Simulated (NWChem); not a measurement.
System: BF

Excerpt of the output:

```
             Northwest Computational Chemistry Package (NWChem) 7.3.0
             --------------------------------------------------------

                             Geometry "geometry" -> ""
                             -------------------------

 Output coordinates in angstroms (scale by  1.889725989 to convert to a.u.)

  No.       Tag          Charge          X              Y              Z
 ---- ---------------- ---------- -------------- -------------- --------------
    1 B                    5.0000     0.00000000     0.00000000    -0.81483300
    2 F                    9.0000     0.00000000     0.00000000     0.45933700

 Effective nuclear repulsion energy (a.u.)      18.6890102616

  pbe96 is a nonlocal functional; adding pw91lda local functional.
                              NWChem Property Module
                              ----------------------

  itol2e modified to match energy
  convergence criterion.

                                 NWChem DFT Module
                                 -----------------

 Summary of "ao basis" -> "ao basis" (spherical)
 ------------------------------------------------------------------------------
       Tag                 Description            Shells   Functions and Types
 ---------------- ------------------------------  ------  ---------------------
 B                          pcsseg-1                 7       17   3s3p1d
 F                          pcsseg-1                 7       17   3s3p1d

  itol2e modified to match energy
  convergence criterion.

            General Information
            -------------------
          SCF calculation type: DFT
          Wavefunction type:  closed shell.
          No. of atoms     :     2
          No. of electrons :    14
           Alpha electrons :     7
            Beta electrons :     7
          Charge           :     0
          Spin multiplicity:     1
          Use of symmetry is: off; symmetry adaption is: off
          Maximum number of iterations: 150
          AO basis - number of functions:    34
                     number of shells:    14
          Convergence on energy requested:  1.00D-07
          Convergence on density requested:  1.00D-05
          Convergence on gradient requested:  5.00D-04

              XC Information
              --------------
          PerdewBurkeErnzerhof Exchange Functional  1.000
            Perdew 1991 LDA Correlation Functional  1.000 local
           PerdewBurkeErnz. Correlation Functional  1.000 non-local

             Grid Information
             ----------------
          Grid used for XC integration:  fine
          Radial quadrature: Mura-Knowles
          Angular quadrature: Lebedev.
          Tag              B.-S. Rad. Rad. Pts. Rad. Cut. Ang. Pts.
          ---              ---------- --------- --------- ---------
          B                   0.85       70           6.0       590
          F                   0.50       70           6.0       590
          Grid pruning is: on
          Number of quadrature shells:   140
          Spatial weights used:  Erf1

      Superposition of Atomic Density Guess
      -------------------------------------

 Sum of atomic energies:        -123.88840984

      Non-variational initial energy
      ------------------------------

 Total energy =    -124.115637
 1-e energy   =    -208.122059
 2-e energy   =      65.317411
 HOMO         =      -0.317309
 LUMO         =       0.048237

   convergence    iter        energy       DeltaE   RMS-Dens  Diis-err
 ---------------- ----- ----------------- --------- --------- ---------
 d= 0,ls=0.0,diis     1   -124.4681506137 -1.43D+02  2.32D-02  4.30D-01
 d= 0,ls=0.0,diis     2   -124.2826223265  1.86D-01  1.38D-02  2.71D+00
 d= 0,ls=0.0,diis     3   -124.5151839168 -2.33D-01  2.59D-03  6.30D-03
 d= 0,ls=0.0,diis     4   -124.5156494410 -4.66D-04  9.26D-04  8.95D-04
 d= 0,ls=0.0,diis     5   -124.5157716181 -1.22D-04  5.00D-05  5.06D-06
 d= 0,ls=0.0,diis     6   -124.5157721090 -4.91D-07  4.03D-06  6.79D-08
 d= 0,ls=0.0,diis     7   -124.5157721136 -4.59D-09  1.06D-06  2.71D-09

         Total DFT energy =     -124.515772113633
      One electron energy =     -208.439595270837
           Coulomb energy =       79.515611478824
    Exchange-Corr. energy =      -14.280798583191
 Nuclear repulsion energy =       18.689010261571

 Numeric. integr. density =       13.999999892469

                       DFT Final Molecular Orbital Analysis
                       ------------------------------------

 Vector    5  Occ=2.000000D+00  E=-4.691636D-01
              MO Center=  2.8D-10,  6.9D-10,  3.5D-01, r^2= 5.8D-01
   Bfn.  Coefficient  Atom+Function         Bfn.  Coefficient  Atom+Function
  ----- ------------  ---------------      ----- ------------  ---------------
    25      0.354903  2 F  py                24      0.323194  2 F  px
    28      0.301159  2 F  py                27      0.274251  2 F  px
    22      0.191628  2 F  py                21      0.174506  2 F  px
     8      0.090095  1 B  py                 7      0.082046  1 B  px
     5      0.052945  1 B  py                 4      0.048214  1 B  px

 Vector    6  Occ=2.000000D+00  E=-4.691636D-01
              MO Center= -1.1D-10,  1.8D-09,  3.5D-01, r^2= 5.8D-01
   Bfn.  Coefficient  Atom+Function         Bfn.  Coefficient  Atom+Function
  ----- ------------  ---------------      ----- ------------  ---------------
    24      0.354903  2 F  px                25     -0.323194  2 F  py
    27      0.301159  2 F  px                28     -0.274251  2 F  py
    21      0.191628  2 F  px                22     -0.174506  2 F  py
     7      0.090095  1 B  px                 8     -0.082046  1 B  py
     4      0.052945  1 B  px                 5     -0.048214  1 B  py

 Vector    7  Occ=2.000000D+00  E=-2.466099D-01
              MO Center=  5.8D-08,  3.7D-08, -1.2D+00, r^2= 1.3D+00
   Bfn.  Coefficient  Atom+Function         Bfn.  Coefficient  Atom+Function
  ----- ------------  ---------------      ----- ------------  ---------------
     3      0.625265  1 B  s                  2      0.409253  1 B  s
     9     -0.210646  1 B  pz                 1     -0.187987  1 B  s
    26      0.136107  2 F  pz                 6     -0.130370  1 B  pz
    20     -0.128733  2 F  s                 29      0.116216  2 F  pz
    12     -0.094591  1 B  pz                23      0.071877  2 F  pz

 Vector    8  Occ=0.000000D+00  E=-7.597805D-02
              MO Center= -4.3D-08, -4.9D-08, -7.8D-01, r^2= 2.0D+00
   Bfn.  Coefficient  Atom+Function         Bfn.  Coefficient  Atom+Function
  ----- ------------  ---------------      ----- ------------  ---------------
    11      0.399120  1 B  py                 8      0.373243  1 B  py
    10      0.356228  1 B  px                 7      0.333131  1 B  px
    28     -0.188988  2 F  py                27     -0.168678  2 F  px
     5      0.163678  1 B  py                25     -0.154230  2 F  py
     4      0.146088  1 B  px                24     -0.137655  2 F  px

 Vector    9  Occ=0.000000D+00  E=-7.597805D-02
              MO Center= -2.3D-09,  6.6D-09, -7.8D-01, r^2= 2.0D+00
   Bfn.  Coefficient  Atom+Function         Bfn.  Coefficient  Atom+Function
  ----- ------------  ---------------      ----- ------------  ---------------
    10      0.399120  1 B  px                 7      0.373243  1 B  px
    11     -0.356228  1 B  py                 8     -0.333131  1 B  py
    27     -0.188988  2 F  px                28      0.168678  2 F  py
     4      0.163678  1 B  px                24     -0.154230  2 F  px
     5     -0.146088  1 B  py                25      0.137655  2 F  py

 Vector   10  Occ=0.000000D+00  E= 7.978740D-02
              MO Center= -3.9D-09, -1.9D-10, -4.3D-01, r^2= 4.0D+00
   Bfn.  Coefficient  Atom+Function         Bfn.  Coefficient  Atom+Function
  ----- ------------  ---------------      ----- ------------  ---------------
    12      1.071704  1 B  pz                20     -0.700646  2 F  s
     3      0.680216  1 B  s                  9      0.175498  1 B  pz
    19     -0.164914  2 F  s                 29      0.111912  2 F  pz
     2     -0.084460  1 B  s                 18      0.081354  2 F  s
     6      0.078027  1 B  pz                26      0.070753  2 F  pz

     Multipole analysis of the density
     ---------------------------------

     L   x y z        total         alpha         beta         nuclear
     -   - - -        -----         -----         ----         -------
     0   0 0 0     -0.000000     -7.000000     -7.000000     14.000000

     1   1 0 0     -0.000000     -0.000000     -0.000000      0.000000
     1   0 1 0     -0.000000     -0.000000     -0.000000      0.000000
     1   0 0 1      0.418748      0.152807      0.152807      0.113134

     2   2 0 0     -7.835796     -3.917898     -3.917898      0.000000
     2   1 1 0      0.000000      0.000000      0.000000      0.000000
     2   1 0 1      0.000000      0.000000      0.000000      0.000000
     2   0 2 0     -7.835796     -3.917898     -3.917898      0.000000
     2   0 1 1      0.000000      0.000000      0.000000      0.000000
     2   0 0 2    -10.568775    -14.602506    -14.602506     18.636236

          -----------------------------------------
          Chemical Shielding Tensors (GIAO, in ppm)
          -----------------------------------------

                                NWChem CPHF Module
                                ------------------

  scftype          =     RHF
  nclosed          =        7
  nopen            =        0
  variables        =      189
  # of vectors     =        3
  tolerance        = 0.10D-03
  level shift      = 0.00D+00
  max iterations   =       50
  max subspace     =       30

 SCF residual:    3.0973410175018823E-006

Iterative solution of linear equations
  No. of variables      189
  No. of equations        3
  Maximum subspace       30
        Iterations       50
       Convergence  1.0D-04

   iter   nsub   residual    time
   ----  ------  --------  ---------
     1      3    2.52D-06       0.9

      Atom:    1  B
        Diamagnetic
    193.9841      0.0000      0.0000
      0.0000    193.9841      0.0000
      0.0000      0.0000    210.7237

        Paramagnetic
   -194.4048      0.0000     -0.0000
      0.0000   -194.4048     -0.0000
     -0.0000     -0.0000     -0.0000

        Total Shielding Tensor
     -0.4207      0.0000     -0.0000
      0.0000     -0.4207     -0.0000
     -0.0000     -0.0000    210.7237

           isotropic =      69.9608
          anisotropy =     211.1443

          Principal Components and Axis System
                 1           2           3
              210.7237     -0.4207     -0.4207

      1        -0.0000      0.7452      0.6669
      2        -0.0000     -0.6669      0.7452
      3         1.0000      0.0000      0.0000

      Atom:    2  F
        Diamagnetic
    464.3856     -0.0000      0.0000
     -0.0000    464.3856     -0.0000
      0.0000     -0.0000    483.0742

        Paramagnetic
   -621.9301     -0.0000     -0.0000
     -0.0000   -621.9301     -0.0000
     -0.0000     -0.0000     -0.0000

        Total Shielding Tensor
   -157.5445     -0.0000     -0.0000
     -0.0000   -157.5445     -0.0000
     -0.0000     -0.0000    483.0742

           isotropic =      55.9950
          anisotropy =     640.6187

          Principal Components and Axis System
                 1           2           3
              483.0742   -157.5445   -157.5445

      1        -0.0000      0.6729      0.7397
      2        -0.0000      0.7397     -0.6729
      3         1.0000      0.0000      0.0000
```

Level: PBE/pcSseg-1, GIAO. Structure relaxed at the B3LYP/6-31G* (spherical d) level. The printed shielding anisotropy is the first printed principal value minus the mean of the other two.

Problem. Which NWChem input produces such a log?

Solution. One answer among several that fit: the input that was run:
```
start job
memory heap 200 mb stack 900 mb global 1100 mb
geometry units angstroms noautosym nocenter noautoz
  B      0.000000     0.000000    -0.814833
  F      0.000000     0.000000     0.459337
end
basis spherical
  * library pcsseg-1
end
dft
  xc xpbe96 cpbe96
  iterations 150
end
property
  shielding
end
task dft property
```
